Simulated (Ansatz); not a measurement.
Computed with Ansatz on PBE0-D4/def2-TZVP structures; ΔE is electronic, products minus reactants. CCSD(T)/CBS is the MP2 limit (def2-TZVPP, def2-QZVPP) plus CCSD(T) − MP2 in def2-TZVPP, frozen cores. DFT in def2-TZVPP. B3LYP here is the variant with VWN-RPA as its local correlation; programs differ in this. For Ge outer-core shells are correlated without core-valence functions, which leaves a few kJ/mol of doubt a bond. Scalar relativity is left out up to krypton. Each species was taken in one conformer, which may not be the lowest.

`OB/C=[N]/[GeH3]` + `NB(O)Cl` → `NB(Cl)[O][GeH3]` + `N=CBO`  (ligand exchange at a Ge–N bond)

`OB/C=[N]/[GeH3]`:

Z-matrix (Å, degrees):
```
Ge
N 1 1.866
H 1 1.546 2 110.2
H 1 1.535 2 107.4 3 -120.9
H 1 1.535 2 107.5 3 120.9
C 2 1.272 1 119.7 3 -0.1
B 6 1.575 2 119.7 1 -180.0
H 6 1.108 2 122.1 1 0.0
O 7 1.351 6 116.9 2 179.9
H 7 1.198 6 121.4 2 -0.1
H 9 0.960 7 113.6 6 -180.0
```

`NB(O)Cl`:

Z-matrix (Å, degrees):
```
N
B 1 1.393
H 1 1.002 2 122.9
H 1 1.005 2 121.7 3 -180.0
O 2 1.360 1 120.7 3 -180.0
Cl 2 1.788 1 119.3 3 -0.0
H 5 0.959 2 113.0 1 -180.0
```

`NB(Cl)[O][GeH3]`:

Z-matrix (Å, degrees):
```
Ge
O 1 1.782
H 1 1.530 2 105.4
H 1 1.534 2 107.6 3 -120.1
H 1 1.541 2 109.0 3 119.7
B 2 1.351 1 130.2 3 -149.5
Cl 6 1.786 2 117.0 1 -175.1
N 6 1.402 2 125.7 1 4.9
H 8 1.005 6 123.8 2 2.7
H 8 1.004 6 121.7 2 179.3
```

`N=CBO`:

Z-matrix (Å, degrees):
```
C
B 1 1.592
N 1 1.273 2 115.3
H 1 1.097 2 122.9 3 -180.0
O 2 1.339 1 115.9 3 -0.0
H 2 1.196 1 124.6 3 180.0
H 3 1.020 1 113.2 2 -180.0
H 5 0.974 2 108.2 1 0.0
```

| level | ΔE (kJ/mol) | difference from CCSD(T)/CBS |
| --- | --- | --- |
| PBE-D4 | -25.3 | 6.8 |
| r2SCAN-D4 | -29.8 | 2.3 |
| PBE0-D4 | -28.3 | 3.8 |
| B3LYP-D4 | -31.1 | 1.0 |
| ωB97X-V | -34.1 | -2.0 |
| ωB97M-V | -33.0 | -0.9 |
| B2PLYP | -30.6 | 1.5 |
| PBE | -23.7 | 8.4 |
| r2SCAN | -29.4 | 2.7 |
| PBE0 | -26.9 | 5.2 |
| B3LYP | -28.3 | 3.8 |
| HF/def2-TZVPP | -35.6 | -3.5 |
| MP2/def2-TZVPP | -31.3 | 0.8 |
| SCS-MP2/def2-TZVPP | -33.4 | -1.3 |
| CCSD/def2-TZVPP | -34.1 | -2.0 |
| CCSD(T)/def2-TZVPP | -33.8 | -1.7 |
| HF/def2-QZVPP | -36.7 | -4.6 |
| MP2/def2-QZVPP | -30.7 | 1.4 |
| SCS-MP2/def2-QZVPP | -33.0 | -0.9 |
| HF/CBS(def2) | -36.8 | -4.7 |
| MP2/CBS(def2) | -29.6 | 2.5 |
| CCSD/CBS(def2) | -32.4 | -0.3 |
| CCSD(T)/CBS | -32.1 | 0 |

Largest T1 diagnostic among the species: 0.014.

From PBE to PBE0 (25 % exact exchange), in def2-TZVPP and without D4, ΔE moves by −3.2 kJ/mol.
